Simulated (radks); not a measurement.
Problem. All-electron atom: Pd III in [Kr] 4d8. Method: scalar-relativistic Kohn-Sham, BLYP, spin-polarised, spherical densities, finite nucleus; open shells are filled with parallel spins first (spin-orbit coupling, left out, can overturn this in heavy ions); Fermi nuclear charge, rms radius 4.5318 fm; computed with a radial shooting solver on a logarithmic mesh with Libxc functionals. Some entries of the table are withheld. Estimate them.

orbital  occ.  eigenvalue (eV)  <r> (bohr)  r(max) (bohr)
1s down     1        -24194.78     0.03185        0.02066
1s up       1        -24194.78     0.03185        0.02066
2s up       1        -3554.447      0.1383         0.1168
2s down     1        -3554.094      0.1383         0.1168
2p up       3        -3189.769      0.1206        0.09338
2p down     3        -3189.501      0.1206        0.09338
3s up       1        -661.3919      0.3794         0.3418
3s down     1        -661.2120      0.3794         0.3418
3p up       3        -541.5676      0.3788         0.3349
3p down     3        -541.3630      0.3788         0.3350
3d up       5        -351.1636      0.3577         0.2821
3d down     5        -350.8463      0.3577         0.2822
4s up       1        -111.0360      0.9421         0.8503
4s down     1        -109.5814      0.9411         0.8491
4p up       3              (1)       1.033         0.9077
4p down     3              (2)       1.032         0.9064
4d up       5         -27.8696       1.372            (3)
4d down     3         -26.4598       1.387            (4)
5s up       0         -20.7202       2.585          2.272
5s down     0         -20.1537       2.626          2.302
5p up       0         -14.4835       3.120          2.730
5p down     0         -14.1324       3.175          2.779

Solution. 
(1) 4p up eigenvalue (eV): -76.6516
(2) 4p down eigenvalue (eV): -75.1492
(3) 4d up r(max) (bohr): 1.073
(4) 4d down r(max) (bohr): 1.074
